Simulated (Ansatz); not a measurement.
Reactions of CH7FGeSi (`C[SiH](F)[GeH3]`).

Isolated molecules relaxed with PBE0-D4/def2-TZVP in Ansatz; ΔE leaves out vibrations. CCSD(T)/CBS is the MP2 limit (def2-TZVPP, def2-QZVPP) plus CCSD(T) − MP2 in def2-TZVPP, frozen cores. This one scheme is used for every species. Elements past krypton have def2 core potentials. For Br, Ge, In outer-core shells are correlated without core-valence functions, which leaves a few kJ/mol of doubt a bond. Scalar relativity is left out up to krypton. One conformer a species, not always the lowest.

```
                                                               reaction  CCSD/CBS(def2) (kJ/mol)
                      `C[SiH](F)[GeH3]` + CH₄ → `C[SiH](C)[GeH3]` + H–F                      137
                         `C[SiH](F)[GeH3]` + H₂ → `C[SiH2][GeH3]` + H–F                      108
  `C[SiH](F)[GeH3]` + `N[SiH](O)O` → `O[SiH](O)[NH][GeH3]` + `C[SiH2]F`                       -2
                      `C[SiH](F)[GeH3]` + CH₃NH₂ → `CN[SiH](C)F` + GeH₄                      -66
            `C[SiH](F)[GeH3]` + `[SiH3]Cl` → `C[SiH](F)[SiH2]Cl` + GeH₄                       19
                                    `C[SiH](F)[GeH3]` → `C[Si]F` + GeH₄                      203
           `C[SiH](F)[GeH3]` + `N[SiH3]` → `N[SiH2][GeH3]` + `C[SiH2]F`                       -5
                              `C[SiH](F)[GeH3]` → `F[CH]([SiH3])[GeH3]`                      288
       `C[SiH](F)[GeH3]` + `N[SiH2]S` → `N[SiH2][S][GeH3]` + `C[SiH2]F`                      -43
`C[SiH](F)[GeH3]` + `[OH][InH][Br]` → `C[O][InH][Br]` + `F[SiH2][GeH3]`                      105
```

Q: Give the CCSD(T)/CBS values in the same order. (Estimate.)

A: Ansatz gave: 134, 109, -1, -66, 18, 205, -5, 286, -44, 106 kJ/mol.

Largest T1 diagnostic: 0.014, for `C[O][InH][Br]`.
